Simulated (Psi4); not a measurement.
Br2Ge, charge -1, doublet, geometry from GFN2-xTB (a state made from the parent by changing its charge; the spin is typed, not shown lowest) (a gas-phase anion, which may not be bound at this level); B3LYP/def2-SVP (Psi4).

Input for Psi4:
```
memory 2 GB

molecule mol {
-1 2
  Ge    0.017720    0.006593    1.067023
  Br    1.108329   -1.683001   -0.495942
  Br   -1.124530    1.676973   -0.479622
}

set basis def2-svp
set reference uks

energy('b3lyp')
print_variables()
```

It wrote (shortened):

```
   => Loading Basis Set <=

    Name: DEF2-SVP
    Role: ORBITAL
    Keyword: BASIS

         ---------------------------------------------------------
                                   SCF
               by Justin Turney, Rob Parrish, Andy Simmonett
                          and Daniel G. A. Smith
                              UKS Reference
         ---------------------------------------------------------

  ==> Geometry <==

    Molecular point group: cs
    Full point group: Cs

    Geometry (in Angstrom), charge = -1, multiplicity = 2:

       Center              X                  Y                   Z               Mass
    ------------   -----------------  -----------------  -----------------  -----------------
         GE           0.004284839363    -1.059044004143     0.000000000000    73.921177761000
         BR           2.015112752486     0.504153542794     0.000000000000    78.918337600000
         BR          -2.019126273067     0.487831114610     0.000000000000    78.918337600000

  Running in cs symmetry.

  Rotational constants: A =      0.13847  B =      0.02625  C =      0.02207 [cm^-1]
  Rotational constants: A =   4151.32434  B =    786.93508  C =    661.53324 [MHz]
  Nuclear repulsion =  626.084113085003196

  Charge       = -1
  Multiplicity = 2
  Electrons    = 103
  Nalpha       = 52
  Nbeta        = 51

  ==> Algorithm <==

  SCF Algorithm Type is DF.
  DIIS enabled.
  MOM disabled.
  Fractional occupation disabled.
  Guess Type is SAD.
  Energy threshold   = 1.00e-06
  Density threshold  = 1.00e-06
  Integral threshold = 1.00e-12

  ==> Primary Basis <==

  Basis Set: DEF2-SVP
    Blend: DEF2-SVP
    Number of shells: 36
    Number of basis functions: 96
    Number of Cartesian functions: 105
    Spherical Harmonics?: true
    Max angular momentum: 2

  ==> DFT Potential <==

   => LibXC <=

    Version 7.1.2
    S. Lehtola, C. Steigemann, M. J. T. Oliveira, and M. A. L. Marques,  SoftwareX 7, 1–5 (2018) (10.1016/j.softx.2017.11.002)

   => Composite Functional: B3LYP <=

    B3LYP Hyb-GGA Exchange-Correlation Functional

    P. J. Stephens, F. J. Devlin, C. F. Chabalowski, and M. J. Frisch,  J. Phys. Chem. 98, 11623 (1994) (10.1021/j100096a001)

    Deriv               =              1
    GGA                 =           TRUE
    Meta                =          FALSE

    Exchange Hybrid     =           TRUE
    MP2 Hybrid          =          FALSE

   => Exchange Functionals <=

    0.0800   Slater exchange
[...]

   @Spin Contamination Metric:   2.611085079E-03
   @S^2 Expected:                7.500000000E-01
   @S^2 Observed:                7.526110851E-01
   @S   Expected:                5.000000000E-01
   @S   Observed:                5.000000000E-01

    Orbital Energies [Eh]
    ---------------------

    Alpha Occupied:

[...]
      15App    0.019418

    Alpha Virtual:

[...]
    Beta Occupied:

[...]
    Beta Virtual:

[...]
    Final Occupation by Irrep:
             Ap   App
    DOCC [    37,   14 ]
    SOCC [     0,    1 ]
    NA   [    37,   15 ]
    NB   [    37,   14 ]

  @DF-UKS Final Energy: -7224.67065850188283

   => Energetics <=

    Nuclear Repulsion Energy =            626.0841130850031959
    One-Electron Energy =              -11331.0355606653665745
    Two-Electron Energy =                3690.9839619856807076
    DFT Exchange-Correlation Energy =    -210.7031729072008943
    Empirical Dispersion Energy =           0.0000000000000000
    VV10 Nonlocal Energy =                  0.0000000000000000
    Total Energy =                      -7224.6706585018819169

  UHF NO Occupations:
  HONO-2 :   36 Ap 1.9998774
  HONO-1 :   37 Ap 1.9989951
  HONO-0 :   15App 1.0000000
  LUNO+0 :   38 Ap 0.0010049
  LUNO+1 :   39 Ap 0.0001226
  LUNO+2 :   40 Ap 0.0000852
  LUNO+3 :   16App 0.0000601

Computation Completed

Properties will be evaluated at   0.000000,   0.000000,   0.000000 [a0]

Properties computed using the SCF density matrix

 Multipole Moments:

 ------------------------------------------------------------------------------------
     Multipole            Electronic (a.u.)      Nuclear  (a.u.)        Total (a.u.)
 ------------------------------------------------------------------------------------

 L = 1.  Multiply by 2.5417464519 to convert [e a0] to [Debye]
 Dipole X            :          0.0076095           -0.0063464            0.0012631
 Dipole Y            :         -1.8807904            1.5685764           -0.3122140
 Dipole Z            :          0.0000000            0.0000000            0.0000000
 Magnitude           :                                                    0.3122165

 ------------------------------------------------------------------------------------

  Variable Map:
  ----------------------------------------------------------------------------
[...]
  Array Variable Map:
  ----------------------------------------------------------------------------
[...]
[...]
```
